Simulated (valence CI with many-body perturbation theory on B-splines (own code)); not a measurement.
**Sn⁺: calculation against measured levels**

Computed by configuration interaction combined with many-body perturbation theory (CI+MBPT): three valence electrons over a frozen Dirac-Fock core [Kr] 4d10, radial functions for each j: 11 s, 11 p, 9 d, 7 f, 5 g, 2 h, 1 i, with the one-electron correlation potential Σ1 (screened to all orders), the two-electron term Σ2, the three-electron term Σ3, Breit, model QED; selected single and double excitations, second order for the rest (own B-spline code, finite nucleus).

Against 15 measured levels this calculation errs by 128 cm⁻¹ on average and by 354 at most. These come from a selection out of the NIST Handbook of Basic Atomic Spectroscopic Data. Levels without a partner in it may be off by more.

Measured levels: NIST Handbook of Basic Atomic Spectroscopic Data (Sansonetti and Martin, J. Phys. Chem. Ref. Data 34, 1559 (2005)). Pairs share parity and J, and are chosen by configuration, term and nearness in energy; levels without a clear partner are left out. Energies in cm⁻¹ above the measured ground level. The last column is blank where CI alone has no clear partner.

Names give the largest LS component (configuration and term), which can be under half, so a name can repeat, a term be missing and a line seem to break the LS rules; names also repeat where a configuration has a term twice.

| Computed label | Label in the source | Measured | Computed | Difference | CI alone, difference |
| --- | --- | --- | --- | --- | --- |
| 5s²5p ²P°_1/2 | 5s2(1S) 5p 2P° | 0 | 0.0 | 0 | 0 |
| 5s²5p ²P°_3/2 | 5s2(1S) 5p 2P° | 4251.5 | 4251.7 | 0 | -458 |
| 5s5p² ⁴P_1/2 | 5s 5p2 4P | 46464.3 | 46110.0 | -354 | -5423 |
| 5s5p² ⁴P_3/2 | 5s 5p2 4P | 48368.2 | 48016.0 | -352 | -5646 |
| 5s5p² ⁴P_5/2 | 5s 5p2 4P | 50730.3 | 50383.3 | -347 | -5806 |
| 5s²6s ²S_1/2 | 5s2(1S) 6s 2S | 56886.4 | 57104.2 | +218 | -2276 |
| 5s5p² ²D_3/2 | 5s 5p2 2D | 58844.2 | 58616.1 | -228 | -4855 |
| 5s5p² ²D_5/2 | 5s 5p2 2D | 59463.5 | 59247.7 | -216 | -4892 |
| 5s²5d ²D_3/2 | 5s2(1S) 5d 2D | 71406.1 | 71427.0 | +21 | -2552 |
| 5s²6p ²P°_1/2 | 5s2(1S) 6p 2P° | 71494.3 | 71546.7 | +52 | -2753 |
| 5s²5d ²D_5/2 | 5s2(1S) 5d 2D | 72048.3 | 72068.9 | +21 | -2626 |
| 5s²6p ²P°_3/2 | 5s2(1S) 6p 2P° | 72377.4 | 72418.2 | +41 | -2814 |
| 4f5s² ²F°_7/2 | 5s2(1S) 4f 2F° | 89288.2 | 89271.4 | -17 | -3476 |
| 4f5s² ²F°_5/2 | 5s2(1S) 4f 2F° | 89294.1 | 89277.2 | -17 | -3476 |
| 5s²6d ²D_3/2 | 5s2(1S) 6d 2D | 90241.6 | 90256.6 | +15 | -3073 |
| 5s²6d ²D_5/2 | 5s2(1S) 6d 2D | 90351.9 | 90368.3 | +16 | -3072 |

Over 15 excited levels the mean absolute difference is 128 cm⁻¹, the median 41 and the largest 354. For the 15 levels that pair on every rung the mean is CI alone 3547, + Σ1 2051, + Σ2 141, + Σ3 124, + Breit 96, + QED 128. The comparison draws on a selection of the measured levels: 16 of the 23 computed ones have a partner in it, and others may be off by more.

Rates against NIST Handbook of Basic Atomic Spectroscopic Data (Sansonetti and Martin, J. Phys. Chem. Ref. Data 34, 1559 (2005)):

| λ vac, measured (nm) | Upper | Lower | A computed (s⁻¹) | A tabulated (s⁻¹) |
| --- | --- | --- | --- | --- |
| 140.04 | 5s²5d ²D_3/2 | 5s²5p ²P°_1/2 | 2.13e+09 | 1.75e+09 |
| 147.50 | 5s²5d ²D_5/2 | 5s²5p ²P°_3/2 | 2.04e+09 | 1.95e+09 |
| 189.99 | 5s²6s ²S_1/2 | 5s²5p ²P°_3/2 | 5.52e+08 | 5.90e+08 |
| 236.89 | 5s5p² ⁴P_1/2 | 5s²5p ²P°_3/2 | 8.53e+05 | 4.40e+05 |
| 328.41 | 4f5s² ²F°_5/2 | 5s5p² ²D_3/2 | 1.52e+08 | 1.00e+08 |
| 335.29 | 4f5s² ²F°_7/2 | 5s5p² ²D_5/2 | 1.66e+08 | 1.00e+08 |
| 556.35 | 5s²6d ²D_5/2 | 5s²6p ²P°_3/2 | 1.13e+08 | 1.20e+08 |
| 559.04 | 4f5s² ²F°_5/2 | 5s²5d ²D_3/2 | 7.89e+07 | 8.50e+07 |
| 580.05 | 4f5s² ²F°_7/2 | 5s²5d ²D_5/2 | 7.66e+07 | 8.10e+07 |
| 645.53 | 5s²6p ²P°_3/2 | 5s²6s ²S_1/2 | 6.79e+07 | 1.20e+08 |
